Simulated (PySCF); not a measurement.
## Electron correlation in Ni⁺ (nickel, charge +1)

[Ar] 3d8 4s1, high-spin 4F determinant (an excited configuration). Calculation: PySCF 2.14, in ANO-RCC-VTZP; the spin-free X2C one-electron Hamiltonian (Gaussian nucleus). Frozen: [Ne]; 17 electrons correlated.

```tsv
level	correlation energy (mhartree)
CCSD	-602.38
(T)	-11.78
CCSD(T)	-614.16
```

Diagnostics: T1 = 0.012, D1 = 0.0276, largest double amplitude 0.021.

Task: Is a single reference adequate?

Result: Yes: T1 lies below 0.03 and no double amplitude reaches 0.07.
